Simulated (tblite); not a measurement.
Species: C₄H₉FO₂Si.
Cartesian coordinates in Å at the GFN2-xTB level; atoms count from 1:
```xyz
17
C4H9FO2Si angstrom
C     -3.009    0.040    0.520
O     -2.400   -0.964   -0.240
C     -1.239   -0.534   -0.933
Si     0.203   -0.077    0.228
O      1.453   -0.137   -0.836
C      2.754    0.094   -0.655
C      3.361    0.416    0.476
F      2.689    0.557    1.639
H     -2.375    0.357    1.356
H     -3.241    0.919   -0.095
H     -3.934   -0.383    0.908
H     -0.970   -1.380   -1.568
H     -1.504    0.300   -1.600
H      0.354   -1.065    1.294
H      0.092    1.280    0.772
H      3.344   -0.006   -1.557
H      4.417    0.592    0.580
```

Calculated harmonic vibrations of the isolated species, GFN2-xTB (tblite), most abundant isotopes, no scaling. The method is semi-empirical: single wavenumbers can be off by several per cent or more. Modes of hydrogen on silicon can be 10 to 20 % off. One conformer, not necessarily the lowest.

Harmonic wavenumbers (cm⁻¹): 42.6, 61.9, 72.4, 108.8, 115.8, 148.9, 215.4, 267.5, 295.9, 425.6, 458.7, 501.1, 635.8, 715.5, 728.3, 743.5, 745.6, 773.4, 789.6, 805.6, 835.6, 961.4, 1020.8, 1109.0, 1128.3, 1136.3, 1140.9, 1250.1, 1255.8, 1284.1, 1289.6, 1410.0, 1453.2, 1472.7, 1496.3, 1724.5, 2229.4, 2288.3, 2847.0, 2893.5, 2927.1, 2967.3, 3019.9, 3053.7, 3123.0.

A = 4578, B = 733.2, C = 651.2 MHz; mass 136.036 u (most abundant isotopes); point group C1, symmetry number 1.

Question: Zero-point energy?

Answer: ½Σν̃ = 26985 cm⁻¹ = 77.15 kcal/mol.

Question: Give the ideal-gas entropy at 350 K and 1 bar in the rigid-rotor, harmonic-oscillator model (classical rotation).

Answer: Translation 41.46, rotation 29.85, vibration 38.25: S = 109.6 cal/(mol K).

Question: And Cp and H(350 K) − H(0)?

Answer: Cp = 42.99 cal/(mol K), of which vibrations give 35.05 (their classical limit is 45 R = 89.4); H(350 K) − H(0) = 9.38 kcal/mol without the zero-point energy, 6.60 from vibrations.

Question: Which modes carry the vibrational entropy at 350 K?

Answer: 42.6 cm⁻¹: 5.45; 61.9 cm⁻¹: 4.71; 72.4 cm⁻¹: 4.40; 108.8 cm⁻¹: 3.60; 115.8 cm⁻¹: 3.48; 148.9 cm⁻¹: 2.99 cal/(mol K); the other 39 give 13.61 together.

Question: How do the functions run with temperature in this model?

Answer: 
```
T (K)  S (cal/(mol K))  Cp (cal/(mol K))  H − H(0) (kcal/mol)  G − H(0) (kcal/mol)  ln q(vib)
  100             72.7              20.7                 1.45                -5.82       2.40
  200             89.7              29.3                 3.95               -13.99       5.54
  300            103.3              38.5                 7.34               -23.65       8.40
  500            126.9              54.4                16.72               -46.73      13.72
  800            156.0              69.4                35.49               -89.34      21.01
 1000            172.2              75.7                50.04              -122.21      25.41
```

q(vib) and H(0) count from the zero-point level.

Question: What must be added to the electronic energy to get the Gibbs energy at 350 K and 1 bar?

Answer: ZPE + [H(350 K) − H(0)] − T·S = 77.15 + 9.38 − 38.35 = 48.18 kcal/mol.

Question: Blend soft modes into free rotors: weight 1/[1 + (100 cm⁻¹/ν̃)⁴] for the oscillator and the rest for a rotor with moment μB/(μ + B), μ = h/(8π²ν), B = 10⁻⁴⁴ kg m². What vibrational entropy results?

Answer: 34.26 cal/(mol K) in place of 38.25, which changes −T·S at 350 K by +1.40 kcal/mol.

Hindered rotation and anharmonicity are outside this model. Other conformers, if any are populated, would add a mixing term that is left out. The structure is chiral; the term R ln 2 for an equal mix with its mirror image is left out.
